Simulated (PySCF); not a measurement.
Si(Cl)2(OH)(NH2) (Cl2H3NOSi), SMILES N[Si](O)(Cl)Cl. The structure is a stationary point at PBE-D3(BJ)/def2-SVP. This is a generated structure with no PubChem entry under its InChIKey; it may be hypothetical. One conformer was computed; it need not be the lowest.

Question: Give the equilibrium geometry at PBE-D3(BJ)/def2-SVP (PySCF confirms it by a frequency run) as bond lengths and angles. (An estimate is asked for; the answer gives what the named calculation found.)

Answer: Several could match; the one computed here: 
Atoms: N1 Si2 O3 Cl4 Cl5 H6 H7 H8. Bonds (Å): N1–Si2 1.706, N1–H6 1.022, N1–H7 1.021, Si2–O3 1.660, Si2–Cl4 2.070, Si2–Cl5 2.091, O3–H8 0.974. Bond angles (°): Si2–N1–H6 120.1, Si2–N1–H7 119.7, H6–N1–H7 112.5, N1–Si2–O3 107.6, N1–Si2–Cl4 106.8, N1–Si2–Cl5 116.4, O3–Si2–Cl4 113.5, O3–Si2–Cl5 106.7, Cl4–Si2–Cl5 106.0, Si2–O3–H8 113.9.
Charge 0, spin multiplicity 1.
